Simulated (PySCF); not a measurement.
# How the method changes the shape and vibrations of BCl2HSi

All numbers below are calculated, not measured. The program is PySCF 2.14.0, an open-source quantum chemistry code, run on an isolated molecule that a program drew, which may never have been made. The molecule is BCl2HSi (charge 0, singlet), drawn as the SMILES string `ClB[Si]Cl`.

The geometry was optimised and harmonic frequencies were computed with HF and MP2, all in the cc-pV(D+d)Z basis, for the commonest isotopes, with a restricted reference for singlets and an unrestricted one otherwise, and a frozen core in MP2. Each result is a local minimum of its method.

Geometry at the HF minimum:
```xyz
5
BCl2HSi, angstrom
Cl   -0.1458   -3.0259   -0.7833
B    -0.5404   -2.1058   -2.2432
Si    0.5786   -0.4173   -2.6287
Cl   -0.8721    0.8706   -1.7832
H    -1.4326   -2.5307   -2.9159
```

Lengths of the bonds as drawn, in Å (atoms numbered as above):
```
   bond     HF    MP2
 Cl1-B2  1.770  1.761
 B2-Si3  2.062  2.053
Si3-Cl4  2.116  2.114
  B2-H5  1.195  1.206
```

Rotational constants, in GHz:
| constant | HF | MP2 |
|---|---|---|
| A | 7.381 | 6.995 |
| B | 1.533 | 1.648 |
| C | 1.36 | 1.436 |

Harmonic frequencies in cm^-1, each column in rising order, so a row needn't be the same motion in every method:
| rank | HF | MP2 |
|---|---|---|
| 1 | 65 | 68 |
| 2 | 151 | 130 |
| 3 | 171 | 145 |
| 4 | 502 | 509 |
| 5 | 564 | 562 |
| 6 | 769 | 737 |
| 7 | 851 | ? |
| 8 | 1087 | 1044 |
| 9 | 2744 | 2669 |

**Estimate the missing MP2 frequency from the HF column.**

A single factor s that minimises the squared misfit of MP2 against s times HF over the other rows is sum(HF x MP2) / sum(HF^2) = 0.9716, with an rms misfit of 14 cm^-1. For rank 7 it gives 0.9716 x 851 = 827 cm^-1. The calculation gives 853 cm^-1, 26 cm^-1 above the estimate. The drawn bonds are on average as long in MP2 as in HF.
